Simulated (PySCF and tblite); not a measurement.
The numbers below are computed, except where a source is named.
C10H17Cl, numbered as in [Cl:1][C@H:2]1[CH2:3][CH2:4][C@@H:5]2[CH2:6][CH2:7][CH2:8][CH2:9][C@@H:10]2[CH2:11]1.

Level: CAM-B3LYP-D3(BJ)/6-31G*//GFN2-xTB, thermal terms from GFN2-xTB, symmetry numbers and mirror pairs counted. Conformers within 2.5 kcal/mol (GFN2-xTB free energy) were kept, 5 at most. Of two unlike H on one atom, a is the less shielded (CAM-B3LYP/6-31G*). (PySCF 2.14, tblite 0.8.)

An NOE distance is ⟨r⁻⁶⟩^(−1/6) over all pairs of like atoms and, for the average, over conformers.

The 6-ring runs over atoms 2–3–4–5–10–11. The 6-ring runs over atoms 5–6–7–8–9–10.

| conformer | shape | weight % |
| --- | --- | --- |
| 1 | 6-ring chair (C9 axial); 6-ring chair (C4 axial) | 72.9 |
| 2 | 6-ring chair (Cl1, C6 axial); 6-ring chair (C11 axial) | 27.1 |

Which H–H contacts under 3.5 Å would NOEs report (pairs on one atom left out) at 298.15 K?


| pair | in 1 (Å) | in 2 (Å) | average (Å) |
| --- | --- | --- | --- |
| H4a ··· H9a | 2.26 | 5.56 | 2.38 |
| H4a ··· H7a | 2.27 | 4.81 | 2.39 |
| H2 ··· H9a | 2.28 | 4.80 | 2.40 |
| H5 ··· H6b | 2.39 | 2.45 | 2.40 |
| H5 ··· H10 | 2.39 | 2.40 | 2.40 |
| H10 ··· H11b | 2.39 | 2.44 | 2.40 |
| H4b ··· H5 | 2.45 | 2.39 | 2.43 |
| H9b ··· H10 | 2.44 | 2.39 | 2.43 |
| H6b ··· H7b | 2.44 | 2.47 | 2.45 |
| H2 ··· H3a | 2.47 | 2.44 | 2.46 |
| H2 ··· H11a | 2.47 | 2.44 | 2.46 |
| H8b ··· H9b | 2.47 | 2.44 | 2.46 |
| H3a ··· H4a | 2.47 | 2.47 | 2.47 |
| H3b ··· H4b | 2.48 | 2.44 | 2.47 |
| H6a ··· H7a | 2.47 | 2.47 | 2.47 |
| H7a ··· H8a | 2.47 | 2.47 | 2.47 |
| H7b ··· H8b | 2.47 | 2.47 | 2.47 |
| H8a ··· H9a | 2.47 | 2.47 | 2.47 |
| H8a ··· H9b | 2.49 | 3.05 | 2.57 |
| H3a ··· H4b | 2.49 | 3.05 | 2.58 |
| H6a ··· H7b | 2.49 | 3.05 | 2.58 |
| H7b ··· H8a | 2.49 | 3.05 | 2.58 |
| H5 ··· H6a | 2.51 | 3.05 | 2.59 |
| H10 ··· H11a | 2.51 | 3.05 | 2.60 |
| H4b ··· H6a | 2.49 | 3.83 | 2.61 |
| H9b ··· H11a | 2.49 | 3.82 | 2.61 |
| H8b ··· H10 | 2.50 | 4.27 | 2.63 |
| H3b ··· H5 | 2.51 | 4.27 | 2.64 |
| H3b ··· H11b | 2.55 | 4.28 | 2.68 |
| H6b ··· H8b | 2.56 | 4.29 | 2.69 |

Longer pairs under the limit may be missing.

In a model where alignment follows shape alone (order matrix 0.001 × (3G/tr G − 1)/2, G the second moments of the atom positions; splitting J + 2D), what are the one-bond C–H dipolar couplings D?

H2 4.0 Hz (4.5 in conformer 1), H3a 2.5 Hz (2.0 in conformer 1), H3b 0.7 Hz (3.6 in conformer 1), H4b 2.2 Hz (1.9 in conformer 1), H4a 3.4 Hz (4.1 in conformer 1), H5 3.5 Hz (3.6 in conformer 1), H6a 2.5 Hz (1.9 in conformer 1), H6b 3.1 Hz (3.6 in conformer 1), H7a 3.6 Hz (4.3 in conformer 1), H7b -4.7 Hz (-7.8 in conformer 1), H8b 0.7 Hz (3.7 in conformer 1), H8a 2.6 Hz (2.0 in conformer 1), H9a 3.5 Hz (4.1 in conformer 1), H9b 2.4 Hz (1.9 in conformer 1), H10 3.4 Hz (3.6 in conformer 1), H11b 3.1 Hz (3.6 in conformer 1), H11a 2.3 Hz (1.9 in conformer 1).
